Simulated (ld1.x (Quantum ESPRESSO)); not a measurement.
# Configuration tests for carbon (C) (PAW)

```json
{
  "Element": "carbon (C)",
  "Generator": "ld1.x (Quantum ESPRESSO) 7.5",
  "Type": "PAW",
  "Functional": "Wu–Cohen",
  "Relativity": "scalar-relativistic",
  "Frozen core": "[He]",
  "Valence charge": "4",
  "Reference configuration": "2s2 2p1.5 (charge +0.5)",
  "Partial waves": "2s (bound): rcut 0.85, rcutus 1.20 bohr; 2s channel at -0.8 Ry: rcut 0.85, rcutus 1.20 bohr; 2p (bound): rcut 2.55, rcutus 2.80 bohr; 2p channel at 0.05 Ry: rcut 2.55, rcutus 2.80 bohr",
  "Local potential": "all-electron potential smoothed inside 2.60 bohr (lloc = -2)",
  "Core correction": "Bessel-smoothed model core, default radius (core density twice the valence density)",
  "Augmentation charge": "PSQ, radius 0.70 bohr"
}
```

Energies are relative to the spin-unpolarised reference configuration 2s2 2p1.5; without spin polarisation the order of configurations can differ from experiment.

| valence configuration | charge | ΔE all-electron (eV) | error AE − PS (meV) |
| --- | --- | --- | --- |
| 2s2 2p2 | 0 | -3.942 | -0.3 |
| 2s2 2p1 | +1 | 6.874 | -0.3 |
| 2s2 2p0 | +2 | 30.946 | +25 |
| 2s1 2p2 | +1 | 15.592 | -3.3 |
| 2s2 2p2.3 | -0.3 | -5.086 | -0.5 |
| 2s0 2p4 | 0 | 12.940 | -2.1 |
| 2s1 2p0 | +3 | 78.992 | +62 |

Levels in the configuration 2s0 2p4:

| level | all-electron (eV) | pseudo (eV) |
| --- | --- | --- |
| 2p | -6.059 | -6.058 |
